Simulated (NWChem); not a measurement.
System: C2H7BO2; SMILES OB(C)CO

Here is an NWChem input.

```
start job
memory heap 200 mb stack 900 mb global 1100 mb
geometry units angstroms noautosym nocenter noautoz
  C     -0.639583    -1.912379     0.019905
  B      0.041070    -0.492495    -0.024369
  O      1.393349    -0.326379    -0.057754
  C     -0.775696     0.856299    -0.017472
  O     -0.010838     2.026479     0.093503
  H     -1.647352    -1.910868    -0.422593
  H     -0.764681    -2.209763     1.076835
  H     -0.048344    -2.704203    -0.468415
  H      1.895739    -1.147046    -0.079684
  H     -1.526709     0.813664     0.798334
  H     -1.393185     0.863217    -0.945643
  H      0.911430     1.767539    -0.011615
end
basis spherical
  * library def2-svp
end
dft
  xc b3lyp
  iterations 150
  mulliken
end
task dft energy
esp
  recalculate
  probe 0.07
  range 0.3
  factor 1.0
  spacing 0.02
end
task esp
```

Structure relaxed at the PBE0/def2-SVP level. B3LYP is NWChem's, with the RPA form of VWN correlation.

Atomic charges in e: unrestrained fits to the electrostatic potential beside Mulliken populations; buried atoms are poorly determined by the fit.

Atoms are numbered as in the input.

Problem. What results follow from this input? (B3LYP/def2-SVP.) Quantities: ESP C1; Mulliken C1; ESP B2; Mulliken B2; ESP O3; Mulliken O3; ESP C4; Mulliken C4; ESP O5; Mulliken O5; relative RMS misfit of the potential (%).

Solution. 
- ESP C1 = -0.29
- Mulliken C1 = -0.04
- ESP B2 = 0.32
- Mulliken B2 = -0.18
- ESP O3 = -0.60
- Mulliken O3 = -0.12
- ESP C4 = 0.40
- Mulliken C4 = 0.21
- ESP O5 = -0.65
- Mulliken O5 = -0.32
- relative RMS misfit of the potential (%) = 20
